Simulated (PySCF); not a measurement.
**Calculated properties of `C[C](C)OC(C)C` [radical]**

Species: C₆H₁₃O (doublet state).
SMILES with atom numbers: `[CH3:1][C:2]([CH3:3])[O:4][CH:5]([CH3:6])[CH3:7]` (hydrogens: H8, H9, H10 on C1; H11, H12, H13 on C3; H14 on C5; H15, H16, H17 on C6; H18, H19, H20 on C7)

GFN2-xTB geometry:

```yaml
Point_group_of_the_GFN2-xTB_geometry: C1
Rotational_constants_A_B_C_of_the_GFN2-xTB_geometry: 4.228, 1.571, 1.425 GHz
```

**UKS B3LYP, pcH-1 on C H O, non-relativistic, mean-field spin-orbit, GIAO (PySCF)**

```yaml
Isotropic_g_value: 2.00316
Principal_g_values: 2.00211, 2.00337, 2.00399
Spin_squared_⟨S²⟩: 0.754
Largest_Mulliken_spin_population: 0.86 on C2
Largest_isotropic_hyperfine_couplings_means_over_sets_of_like_nuclei: 13C +155.7 (C2), 1H +57.4 (H8/H9/H10/H11/H12/H13), 13C -16.5 (C1/C3), 17O -16.4 (O4), 1H +4.5 (H14) MHz
```

Monoisotopic mass from the formula: 101.0966 u.

With B = h/(8π²I), that is 505.379 GHz u Å² over I, the principal moments of inertia are 119.5, 321.8 and 354.6 u Å² (most abundant isotopes). g_iso is shifted by about +840 ppm from the free-electron value 2.002319; the principal values span 0.0019. ⟨S²⟩ is 0.004 above the pure-spin value S(S + 1) = 0.75. The rotational constants make it an asymmetric top with κ = (2B − A − C)/(A − C) = -0.90, nearer the prolate limit (−1). At 9.50 GHz, hν = g·μB·B₀ (B₀ the magnetic field) puts the centre of the isotropic spectrum, to first order, at 338.8 mT.

Geometry: GFN2-xTB, one conformer, isolated molecule. Hyperfine couplings depend on the geometry, which wasn't re-optimised at a DFT level. Couplings of like nuclei are plain means over topologically equivalent atoms, as if these changed places fast (by rotation of a methyl-like group, say); in this geometry the members of some sets differ.

The values belong to the conformer `[CH3:1][C:2]([CH3:3])[O:4][CH:5]([CH3:6])[CH3:7]`: C1–C2–O4–C5 173°, C2–O4–C5–C6 167°.
